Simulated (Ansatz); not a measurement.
# BClFSi+: where a starting geometry ends

The starting geometry of this gas-phase singlet was optimised with GFN2-xTB.

```xyz
4

B     0.7755   -1.2619   -0.5784
Cl   -1.9895    0.1662    1.2966
F     1.5819   -1.2561   -1.5452
Si   -0.6363   -0.0948   -0.0567
```

Q: Where would you expect an optimisation with PBE-D3(BJ)/def2-SVP to take it?

A: A new bond forms, giving a structure with Cl2 bridging B1 and Si4, given below by its coordinates. Distances that change by over a tenth: Cl2–Si4 (1.93 → 2.37 Å). Contacts that close: B1–Cl2 (3.63 → 1.89 Å).

The energy falls by 1.48 eV over 23 steps:

```
step  E − E(last) (eV)
   1             1.476
   3             0.497
   6             0.284
   8             0.268
  11             0.244
  13             0.225
  16             0.186
  18             0.045
  21             0.001
  23             0.000
```

Final geometry (Å):

```csv
atom,x (Å),y (Å),z (Å)
B,0.3024,-0.7771,-0.4969
Cl,-0.8621,-0.8706,0.9851
F,1.2151,-1.6458,-0.7202
Si,-0.9240,0.8469,-0.6516
```

Frequencies at the end are all real (lowest 231 cm⁻¹). Run with Ansatz 0.2.0, 46 s on 1 thread of Intel(R) Xeon(R) Platinum 8259CL CPU @ 2.50GHz (Skylake/Cascade Lake), with other jobs on the host.
